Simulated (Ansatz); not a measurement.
A structure relaxed at PBE-D4/def2-SVP in Ansatz, charge -1, doublet:

Cartesian coordinates in Å:
```
Sr -1.9500 -4.0814 2.7137
Sr -0.8507 2.1262 -2.2271
Sr 1.5041 -0.3961 0.5408
Sr 3.1069 2.7697 -1.2730
Sr -2.9180 -1.3097 0.2809
S -4.2703 -3.3556 1.7498
S -0.3736 -2.2629 1.4368
S 3.4758 1.5448 1.3263
S -3.1075 0.8208 -1.4292
S 4.1823 0.2481 -0.3104
S 1.2009 3.8961 -2.8087
```

(1) Give its formula.

(2) Summarise the bond lengths by kind (pairs closer than 1.2 times the sum of covalent radii, bridged metal pairs left out).

Answers

(1) Sr5S6⁻.

(2) 13 × S–Sr 2.62 to 2.95 Å; 1 × Sr–Sr 4.42 Å; 1 × S–S 2.20 Å.

In the def2 sets Sr takes a core potential; there is no spin–orbit coupling. Another isomer (doublet) lies 3.80 eV lower at PBE0-D4/def2-SVP; other spin states weren't run for this one.
